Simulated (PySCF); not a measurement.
Species: C4H3F3N2S2.
Geometry (GFN2-xTB, Å), atoms numbered from 1 in this order:
```
atom  x, y, z in Å
C1     2.7335   -0.2653   -0.2029
S2     1.3109    0.8173    0.1204
C3     0.0206   -0.3010   -0.0892
S4     0.1656   -1.9632   -0.5307
N5    -1.4841   -2.1659   -0.4811
N6    -2.1057   -1.1254   -0.1727
C7    -1.3453   -0.0525    0.0612
C8    -1.9431    1.2667    0.4234
F9    -3.2384    1.1834    0.7139
F10   -1.8196    2.1636   -0.5741
F11   -1.3354    1.8179    1.4908
H12    2.6894   -0.6347   -1.2236
H13    2.7325   -1.0887    0.5060
H14    3.6185    0.3474   -0.0635
```

NICS = −σ at a ghost point: NICS(0) at the centroid of the ring atoms, NICS(1) 1 Å to either side along the normal of their mean plane, zz for the tensor component along that normal. Level: GIAO PBE0/pcSseg-1 (PySCF, non-relativistic, gas phase) on the GFN2-xTB geometry, one conformer.

Ring bond lengths (Å), with Mayer bond orders in brackets: C3–S4 1.726 (1.22), S4–N5 1.663 (1.09), N5–N6 1.251 (1.56), N6–C7 1.336 (1.29), C7–C3 1.396 (1.27).

Task: Give the NICS values of each ring in ppm.

Result: 
| ring | type | NICS(0) | NICS(1), two faces | NICS(1)zz, two faces | rms pucker (Å) | centre to ring atoms, mean (Å) |
| --- | --- | --- | --- | --- | --- | --- |
| C3–S4–N5–N6–C7 | 5-membered ring with 2 N and S; formal bonds all aromatic | -10.9 | -12.0 / -12.2 | -27.1 / -27.3 | 0.00 | 1.25 |

Task: What do they say, and how far can they be read as aromaticity?

Result: 
- C3–S4–N5–N6–C7: mean NICS(1)zz -27.2 ppm, shielded. For a flat ring without four-coordinate atoms the NICS criterion counts such a value as aromatic.

Task: At the first NICS(1) probe listed for ring C3–S4–N5–N6–C7, 1 Å off the ring, how large is the induced field along the normal in 1 T applied along it?

Result: NICSzz × B0 = -27.1 ppm × 1 T = -27 μT, against the applied field.
